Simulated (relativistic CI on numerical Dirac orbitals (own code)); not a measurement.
# Spin-allowed bands of a d8 ion in an octahedral site, by hand

Problem. A d8 ion in an octahedral site has a 3A2 ground term and spin-allowed bands at ν1 = 7400 and ν2 = 12451 cm⁻¹ (from a computed ligand-field model). Find Δ and the Racah parameter B, and predict the third band.

Working.
1. The F term splits into A2 (−1.2Δ), T2 (−0.2Δ) and T1 (+0.6Δ), so ν1 = E(T2) − E(A2) = Δ = 7400 cm⁻¹.
2. T1(F) mixes with T1(P), which lies at 15B, through an element 0.4Δ. The two roots, counted from A2, are ν2,3 = ½(15B + 3Δ) ∓ ½√[(15B − Δ)² + 12BΔ].
3. Solving the lower root for B gives B = (2ν1² + ν2² − 3ν1ν2)/(15ν2 − 27ν1) = -11864799/-13035 = 910 cm⁻¹.
4. The sum of the roots is 15B + 3Δ, so ν3 = 15B + 3ν1 − ν2 = 23402 cm⁻¹ (427 nm).

Check. The bands were computed by exact diagonalisation of the d8 shell with B = 910 and Δ = 7400 cm⁻¹, which gives ν3 = 23399 cm⁻¹. C does not enter the terms of highest spin.
